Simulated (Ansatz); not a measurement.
```xyz
25

C     0.227   -3.277   -1.007
Se    1.108   -2.195    0.376
Ti    0.545    0.004   -0.527
F     1.189    0.237   -2.174
N     1.342    1.092    0.759
C     2.755    1.341    0.587
C     0.787    1.714    1.930
N    -1.319    0.145   -0.505
C    -2.127   -0.192    0.640
C    -2.092    0.561   -1.651
H     0.685   -3.092   -1.977
H    -0.836   -3.046   -1.044
H     0.362   -4.323   -0.738
H     2.961    2.416    0.492
H     3.132    0.848   -0.314
H     3.329    0.956    1.439
H     0.912    2.805    1.895
H    -0.279    1.499    2.015
H     1.283    1.352    2.841
H    -2.854   -0.978    0.392
H    -2.690    0.679    1.003
H    -1.505   -0.568    1.455
H    -1.441    0.786   -2.498
H    -2.795   -0.224   -1.961
H    -2.680    1.462   -1.427
```

Total charge 0; spin multiplicity 1.

Task: List the PBE/def2-TZVPP orbital energies in eV (Ansatz 0.2.0). (Best estimate.)

Result: The calculation gave: Occupied: -12301.18, -4835.57, -1561.15, -1401.95, -1401.89, -1401.87, -658.96, -529.92, -442.51, -442.44, -442.40, -380.62, -380.50, -269.71, -269.71, -269.68, -269.67, -269.20, -204.13, -149.49, -149.30, -149.25, -60.41, -52.56, -52.52, -52.48, -52.33, -52.33, -37.84, -37.52, -37.33, -27.53, -22.44, -22.32, -17.98, -17.82, -17.72, -15.06, -14.99, -14.64, -11.74, -11.42, -11.39, -11.32, -11.29, -11.18, -10.02, -9.97, -9.83, -9.71, -9.70, -9.45, -9.32, -9.24, -8.99, -8.04, -7.85, -7.83, -5.92, -5.73, -5.57, -4.94. Lowest empty: -2.23, -1.94, -1.44, -1.11, -0.78, -0.29, 0.17, 0.82.
